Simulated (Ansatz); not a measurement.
Ansatz (a program for electronic structure) input (BHLYP/def2-TZVPD):

Ansatz 0.2 input:
```yaml
crystal:
  periodic: [false, false, false]
  atoms:
    - {symbol: C, position_ang: [2.61138497, -0.05887699, -0.61106675]}
    - {symbol: C, position_ang: [1.11733448, 0.23576107, -0.70929090]}
    - {symbol: C, position_ang: [0.34880589, -0.24313114, 0.52715723]}
    - {symbol: C, position_ang: [-1.14013499, 0.06111966, 0.47848545]}
    - {symbol: C, position_ang: [-1.68466437, 0.90221094, 1.32101023]}
    - {symbol: C, position_ang: [-1.94258610, -0.65324190, -0.58009879]}
    - {symbol: H, position_ang: [3.05303590, 0.43353042, 0.25851375]}
    - {symbol: H, position_ang: [3.14395277, 0.28985555, -1.49762114]}
    - {symbol: H, position_ang: [2.79519689, -1.13142613, -0.51211410]}
    - {symbol: H, position_ang: [0.71141918, -0.24069131, -1.60499484]}
    - {symbol: H, position_ang: [0.95652133, 1.31073020, -0.82994344]}
    - {symbol: H, position_ang: [0.47711026, -1.32733283, 0.63145101]}
    - {symbol: H, position_ang: [0.78496400, 0.21255132, 1.41876687]}
    - {symbol: H, position_ang: [-1.36009246, 1.51821620, 2.14552496]}
    - {symbol: H, position_ang: [-3.00296136, -0.42494879, -0.49259445]}
    - {symbol: H, position_ang: [-1.80837792, -1.73536810, -0.49262971]}
    - {symbol: H, position_ang: [-1.61160771, -0.36816656, -1.58153778]}
basis:
  gaussian:
    orbitals: def2-TZVPD
hamiltonian:
  xc: {name: BHLYP}
magnetization: {spin_polarized: true, initial_magnetization: 1}
output: {forces: true}
```

Output:

```
Functional definition: BHLYP
integrals: 0.30 GiB planned
1935 factors; their error is unknown
0.49 GiB of the device are held for the grids
2.21 GiB of device memory are held for the factors and their scratch space
mean field: 3.12 GiB planned
mean field evaluation 1: about -6388.2353 eV, gradient 4.3e1 eV
mean field evaluation 2: about -6390.2601 eV, gradient 3.7e1 eV
mean field evaluation 4: about -6397.2290 eV, gradient 2.6e0 eV
mean field evaluation 8: about -6397.2671 eV, gradient 1.6e-1 eV
mean field evaluation 16: about -6397.2680 eV, gradient 1.1e-3 eV
mean field -6397.26800733 eV, -235.0952630453 hartree, gradient 4.8e-5 eV, S^2 0.766612; 0 other end points of the search recorded, 0 dependent functions left out
the calculation of the forces begins
reference -6397.26824075 eV, -235.0952716235 hartree; 24, 23 occupied and 297, 298 virtual orbitals, 1935 factors
Total energy: -6397.26824075 eV, -235.0952716235 hartree
Atom 0 at     2.611385    -0.058877    -0.611067 Å, force     0.013650    -0.005628     0.007202 eV/Å
Atom 1 at     1.117334     0.235761    -0.709291 Å, force    -0.014845     0.010705    -0.009757 eV/Å
Atom 2 at     0.348806    -0.243131     0.527157 Å, force    -0.000006    -0.015182     0.020119 eV/Å
Atom 3 at    -1.140135     0.061120     0.478485 Å, force    -0.005672     0.135228     0.136014 eV/Å
Atom 4 at    -1.684664     0.902211     1.321010 Å, force     0.218858    -0.163982    -0.117615 eV/Å
Atom 5 at    -1.942586    -0.653242    -0.580099 Å, force    -0.022991    -0.003022    -0.007964 eV/Å
Atom 6 at     3.053036     0.433530     0.258514 Å, force    -0.102916    -0.110733    -0.200931 eV/Å
Atom 7 at     3.143953     0.289856    -1.497621 Å, force    -0.127992    -0.078977     0.203142 eV/Å
Atom 8 at     2.795197    -1.131426    -0.512114 Å, force    -0.043825     0.245732    -0.025006 eV/Å
Atom 9 at     0.711419    -0.240691    -1.604995 Å, force     0.106696     0.106499     0.204998 eV/Å
Atom 10 at     0.956521     1.310730    -0.829943 Å, force     0.051599    -0.246763     0.027436 eV/Å
Atom 11 at     0.477110    -1.327333     0.631451 Å, force    -0.025932     0.255161    -0.026381 eV/Å
Atom 12 at     0.784964     0.212551     1.418767 Å, force    -0.108170    -0.099668    -0.205522 eV/Å
Atom 13 at    -1.360092     1.518216     2.145525 Å, force    -0.058403    -0.167260    -0.213473 eV/Å
Atom 14 at    -3.002961    -0.424949    -0.492594 Å, force     0.242186    -0.054813    -0.019671 eV/Å
Atom 15 at    -1.808378    -1.735368    -0.492630 Å, force    -0.038575     0.253906    -0.012132 eV/Å
Atom 16 at    -1.611608    -0.368167    -1.581538 Å, force    -0.083663    -0.061203     0.239541 eV/Å
Dipole moment:     0.194200    -0.080150    -0.078813 e Å
```

It need not be the lowest isomer of its formula.
